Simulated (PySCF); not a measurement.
SiSe⁻ at UHF

Computed with UHF; Si def2-TZVPPD, Se def2-TZVPPD; no relativity (PySCF 2.14).

For SiSe⁻, the state is ²Π (doublet), unpaired electrons π ↑, the bond length is 2.172 Å and the harmonic wavenumber is 491 cm⁻¹. The force constant is 2.94 mdyn/Å. The rotational constant Be is 0.1724 cm⁻¹, the anharmonicity ωexe is 1.43 cm⁻¹ and the vibration–rotation constant αe is 0.000734 cm⁻¹. The bond order (Mayer) is 1.72. The dipole moment (positive dipole points towards Se; it is taken about the centre of mass and depends on that origin) is 1.70 D.

Spin–orbit coupling is left out. Hartree–Fock leaves out correlation, which carries a large part of most bond energies and some tenths to 1 eV of ionisation energies. The state is the lowest determinant that a PBE0 search found; another state may lie lower at other levels.
